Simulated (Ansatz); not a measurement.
Start from `[CH3][Sn]([OH])([F])[Cl]` and change one atom or group to get `[CH3][Sn]([OH])([Cl])[Cl]`.

Ansatz, PBE0-D4/def2-TZVP geometries, multiplicity 1. Each molecule was computed in one conformer, which needn't be the lowest.

Elements past krypton have def2 core potentials.

| property | `[CH3][Sn]([OH])([F])[Cl]` |
| --- | --- |
| HOMO energy (B3LYP/def2-TZVPP) / eV | -8.86 |
| LUMO energy (B3LYP/def2-TZVPP) / eV | -1.79 |
| size of the dipole moment (ωB97M-V/def2-TZVPP) / D | 2.54 |
| LUMO energy (ωB97M-V/def2-TZVPP) / eV | 0.53 |
| HOMO–LUMO gap (B3LYP/def2-TZVPP) / eV | 7.07 |
| HOMO energy (PBE0/def2-TZVPP) / eV | -9.15 |

What does the change do to each property? (An estimate is asked.)

Ansatz gave: 
```csv
property,`[CH3][Sn]([OH])([Cl])[Cl]`,shift
HOMO energy (B3LYP/def2-TZVPP) / eV,-8.71,0.15
LUMO energy (B3LYP/def2-TZVPP) / eV,-1.88,-0.09
size of the dipole moment (ωB97M-V/def2-TZVPP) / D,2.10,-0.44
LUMO energy (ωB97M-V/def2-TZVPP) / eV,0.43,-0.10
HOMO–LUMO gap (B3LYP/def2-TZVPP) / eV,6.83,-0.24
HOMO energy (PBE0/def2-TZVPP) / eV,-9.00,0.15
```

With PBE0 the HOMO rises by 0.15 eV and the LUMO falls by 0.11 eV, so the gap narrows by about 0.26 eV. PBE moves the HOMO by 0.11 eV and ωB97M-V by 0.21 eV. Dipoles are sizes alone; their direction can turn.

B3LYP here is the variant with VWN-RPA as its local correlation; programs differ in this.
